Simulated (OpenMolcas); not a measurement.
Cu2+ among 4 point charges of -2.5 e arranged as a square (D4h).

```yaml
Program: OpenMolcas
Method: CASSCF
Basis: ANO-RCC-VTZP [6s5p3d2f1g]
Scalar_Hamiltonian: DKH2, point nucleus
Active_space: 9 electrons in 5 orbitals (3d)
State_averaging: 2S+1 = 2 even, 5 roots
Spin-orbit_coupling: state interaction with AMFI integrals over the reference wave functions
```

All point charges move together. At R = 2.02 Å the first state of the same spin is 2782 cm-1, and at R = 2.13 Å it is 2223 cm-1.

Q: A third run gives 1500 cm-1. What distance was it run at?

A: With a power law R^-n the two known points give n = -ln(2223 / 2782) / ln(2.13 / 2.02) = 4.23. Then R = 2.02 × (2782 / 1500)^(1/4.23) = 2.338 Å. The run was at 2.33 Å, so the estimate is off by +0.008 Å.

Point charges carry no covalency, so the field is a model and not that of real ligands. No measured value stands beside these numbers.
